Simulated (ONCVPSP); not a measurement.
# Before and after: ONCV potential for hydrogen

```json
{
 "Element": "hydrogen",
 "Generator": "ONCVPSP 4.0.1",
 "Type": "optimised norm-conserving Vanderbilt (ONCV)",
 "Functional": "PW91",
 "Relativity": "scalar-relativistic",
 "Frozen core": "none",
 "Valence charge": "1",
 "Reference configuration": "1s1",
 "Partial waves": "1s: rc 1.20 bohr, ncon 3, nbas 7, qcut 5.8 1/bohr, 2 projectors, debl 1.4 Ha; p scattering state at 0.2 Ha: rc 1.15 bohr, ncon 4, nbas 9, qcut 7.5 1/bohr, local",
 "Local potential": "the p channel",
 "Core correction": "none"
}
```

All-electron outer shells of the reference configuration (PW91, scalar-relativistic, ld1.x):

```csv
shell,level (eV),outermost node (bohr),outermost maximum (bohr)
1s,-6.55,–,1.03
```

Change: all radii scaled by about 1.32 (s 1.58, p 1.52 bohr).

Cutoffs: the cutoffs (Ha) at which the residual kinetic energy of the hardest occupied pseudo-wave falls to 1 and 0.1 mHa per electron; they do not see the model core or the augmentation charge, which bear on the density cutoff. Errors are all-electron minus pseudo energies relative to the spin-unpolarised reference configuration.

Question: Predict the effect on cutoff, ghosts and configuration errors.

Answer: The potential gets softer (12 Ha and 18 Ha → 9.9 Ha and 13 Ha); neither file shows a bound ghost. A larger radius leaves more room for a smooth pseudo-wave, so fewer plane waves are needed.

```json
{"quantity": "cutoff, loose", "base": "12 Ha", "changed": "9.9 Ha"}
{"quantity": "cutoff, tight", "base": "18 Ha", "changed": "13 Ha"}
{"quantity": "bound ghosts", "base": "none", "changed": "none"}
{"quantity": "GHOST(+) flags under 300 eV", "base": "none", "changed": "none"}
{"quantity": "error for 1s0.5, meV [ΔE 4.79 eV]", "base": "+3.2", "changed": "+7.2"}
```
